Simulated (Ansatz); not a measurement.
A structure relaxed at PBE-D4/def2-SVP in Ansatz, charge 0, singlet:

```xyz
21

Si   -0.530    0.165    0.480
C     0.268    0.751   -1.165
C     1.643    0.193   -1.355
C     1.975   -0.857   -2.132
H     0.285    1.863   -1.149
H    -0.409    0.442   -1.990
H     2.442    0.670   -0.757
H     1.224   -1.376   -2.751
H     3.009   -1.230   -2.182
C    -2.192    1.048    0.693
H    -2.059    2.148    0.745
H    -2.698    0.725    1.627
H    -2.875    0.828   -0.153
C     0.620    0.593    1.923
H     0.174    0.283    2.891
H     0.814    1.685    1.975
H     1.597    0.078    1.821
C    -0.784   -1.707    0.387
H     0.174   -2.218    0.161
H    -1.506   -1.973   -0.412
H    -1.173   -2.110    1.344
```

(1) Give its formula, name or SMILES.

(2) Summarise the bond lengths by kind (pairs closer than 1.2 times the sum of covalent radii, bridged metal pairs left out).

Results:

(1) Si(eta1-allyl)Me3 (C₆H₁₄Si).

(2) 4 × C–Si 1.89 to 1.92 Å; 2 × C–C 1.35 to 1.50 Å; 14 × C–H 1.10 to 1.11 Å.
